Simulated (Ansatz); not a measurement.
Reaction (cleavage of the Si–Si bond): `O[SiH2][SiH]([SiH3])Cl` + `[NH2][Sn][OH]` → `[NH2][Sn][O][SiH3]` + `O[SiH2][SiH2]Cl`

Program: Ansatz. Geometries: PBE0-D4/def2-TZVP. ΔE: electronic, gas phase. CBS: MP2 limit from def2 TZ/QZ plus the TZ coupled-cluster correction, frozen cores. DFT in def2-TZVPP. B3LYP here is the variant with VWN-RPA as its local correlation; programs differ in this. Elements past krypton have def2 core potentials. For Sn outer-core shells are correlated without core-valence functions, which leaves a few kJ/mol of doubt a bond. One conformer a species, not always the lowest.

`O[SiH2][SiH]([SiH3])Cl`:

```xyz
12

O    -2.548    1.575   -0.262
Si   -1.550    0.381   -0.807
Si    0.079   -0.064    0.827
Si    2.011   -1.132    0.055
Cl    0.613    1.838    1.506
H    -2.127    2.315    0.181
H    -2.401   -0.803   -1.082
H    -0.846    0.771   -2.062
H    -0.482   -0.787    2.001
H     3.005   -1.269    1.151
H     2.601   -0.340   -1.055
H     1.647   -2.484   -0.451
```

`[NH2][Sn][OH]`:

```xyz
6

N     0.008   -0.498   -0.937
Sn    0.172    1.417   -0.310
O     0.004    1.037    1.629
H     0.042   -0.763   -1.909
H    -0.115   -1.309   -0.350
H    -0.113    0.116    1.877
```

`[NH2][Sn][O][SiH3]`:

```xyz
9

N     0.090   -1.128    1.720
Sn    1.409    0.388    1.648
O     0.840    1.037   -0.144
Si   -0.188    0.770   -1.372
H    -0.574   -1.340    0.989
H     0.007   -1.770    2.493
H    -1.087   -0.396   -1.107
H     0.557    0.480   -2.628
H    -1.055    1.958   -1.599
```

`O[SiH2][SiH2]Cl`:

Cartesian coordinates in Å:
```
O 1.735 -0.163 -1.000
Si 0.989 0.330 0.386
Si -1.259 -0.344 0.301
Cl -1.838 0.077 -1.650
H 1.254 -0.023 -1.818
H 1.722 -0.297 1.513
H 1.024 1.811 0.547
H -1.466 -1.799 0.511
H -2.161 0.408 1.211
```

(1) Is it downhill or uphill in electronic energy at CCSD(T)/CBS, and by how much? (Estimate.)

(2) What do these levels give: r2SCAN-D4, PBE0-D4, ωB97X-V, PBE, r2SCAN, B3LYP, MP2/def2-TZVPP, SCS-MP2/def2-TZVPP, MP2/def2-QZVPP, SCS-MP2/def2-QZVPP, MP2/CBS(def2), CCSD/CBS(def2)? (Best estimate.)

Largest T1 diagnostic among the species: 0.017.

Answers

(1) Computed: Downhill: ΔE = -104.2 kJ/mol.

(2) Ansatz gave: r2SCAN-D4 -95.9, PBE0-D4 -85.8, ωB97X-V -101.4, PBE -76.9, r2SCAN -96.2, B3LYP -104.0, MP2/def2-TZVPP -111.5, SCS-MP2/def2-TZVPP -116.8, MP2/def2-QZVPP -111.4, SCS-MP2/def2-QZVPP -116.7, MP2/CBS(def2) -110.1, CCSD/CBS(def2) -107.9 kJ/mol.

In def2-TZVPP, CCSD(T) changes the Hartree–Fock value by +26.8 kJ/mol (the triples alone add +3.7 kJ/mol) and MP2 by +21.0 kJ/mol. From PBE to PBE0 (25 % exact exchange), in def2-TZVPP and without D4, ΔE moves by −9.6 kJ/mol.
